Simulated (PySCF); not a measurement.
An unknown is described by computed data only.

Formula: CH11NSi4.

* NMR, other nuclei: isotropic shieldings of nuclei other than C and H, by class: -155 (1 N), 432 (1 Si), 465 (2 Si), 491 (1 Si) ppm [GIAO KT3/pcSseg-1]
* Dipole: 1.93 D [PBE0/def2-SVPD]
* Rotational structure: rotational constants A, B, C: 1.433, 0.984, 0.769 GHz [PBE0-D3(BJ)/def2-SVP]
* Polarisability: 142.1 au [PBE0/def2-SVPD]
* 13C NMR: chemical shifts (computed TMS as zero) by class: 174.0 (1 C) ppm [GIAO KT3/pcSseg-1]
* UV, first state: lowest singlet excitation: 4.22 eV (294 nm, f = 0.003) [TDDFT PBE0/def2-SVPD]
* Valence photoelectron: vertical ionisation energy: 9.10 eV [ΔSCF PBE0/def2-SVPD]

Electronic properties: PySCF, gas phase, density fitting. Levels stand in brackets. Isolated species at its PBE0-D3(BJ)/def2-SVP geometry (one conformer only). NMR classes are plain means over equivalent atoms (diastereotopic ones count apart unless rotation or inversion swaps them), as if these changed places fast.

Question: What is the compound? Reason from the data.

Answer: Numbering: `[H]/[N:1]=[CH:2]\[SiH2:3][SiH:4]([SiH3:5])[SiH3:6]`. Its formula, CH11NSi4, gives 1 degree of unsaturation: 0 rings and 1 π bond in the structure found. The one carbon: C=N carbon [C2] (174.0 ppm). The other shieldings belong to: -155 ppm, C=N nitrogen [N1]; 432 ppm, SiH2 silicon [Si3]; 465 ppm, SiH3 silicon [Si5/Si6]; 491 ppm, SiH silicon [Si4]. S1 is mainly HOMO→LUMO (weight 0.94); the largest Löwdin shares of the orbital it empties are 0.46 on the C=N nitrogen, 0.18 on the C=N carbon, 0.13 on the SiH2 silicon and 0.07 on the N–H hydrogen, of the orbital it fills 0.31 on the C=N nitrogen, 0.31 on the C=N carbon, 0.11 on the SiH2 silicon and 0.09 on the SiH silicon. The optimised geometry has point group C1 and is an asymmetric top. Structure: `N(/[H])=C/[SiH2][SiH]([SiH3])[SiH3]`. The assignments are read from this structure; whether some other isomer fits the data as well wasn't checked.

The values belong to the conformer `[H]/[N:1]=[CH:2]\[SiH2:3][SiH:4]([SiH3:5])[SiH3:6]`: N1–C2–Si3–Si4 -98°, C2–Si3–Si4–Si5 -63°.
